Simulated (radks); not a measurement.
The numbers below are computed, except where a source is named.
The nuclear charge of the mercury ion Hg+ is varied continuously with 79 electrons held in [Xe] 4f14 5d10 6s1. Level of theory: scalar-relativistic Kohn-Sham, r2SCAN, spin-unpolarised, spherical densities, finite nucleus; meta-GGA in the generalised Kohn-Sham scheme; Fermi nuclear charge, rms radius 5.4648 fm (a radial shooting solver on a logarithmic mesh with Libxc functionals). By the Hellmann-Feynman theorem dE/dZ = E(electron-nucleus)/Z, the electronic potential at the nucleus (averaged over a nucleus of fixed radius). The scalar-relativistic energy here is not variational (the density holds large components alone), so the two differ by a part that grows with Z.

Z      E (hartree)  E(electron-nucleus)/Z (hartree)  HOMO  e(HOMO) (eV)  <r> HOMO (bohr)
79     -19009.7552                         -598.655    6s        -5.720            2.841
79.25  -19161.1406                         -601.619    6s        -7.769            2.737
79.5   -19313.2838                         -604.585    6s        -9.943            2.646
79.75  -19466.1856                         -607.554    6s       -12.233            2.565
80     -19619.8471                         -610.527    6s       -14.632            2.493
80.25  -19774.2695                         -613.504    6s       -17.136            2.427
80.5   -19929.4540                         -616.486    6s       -19.738            2.366
80.75  -20085.4019                         -619.472    6s       -22.436            2.311
81     -20242.1146                         -622.463    6s       -25.227            2.259

The central difference of E at Z = 80 is -616.168 hartree, to compare with the third column; the second derivative is -12.2 hartree.
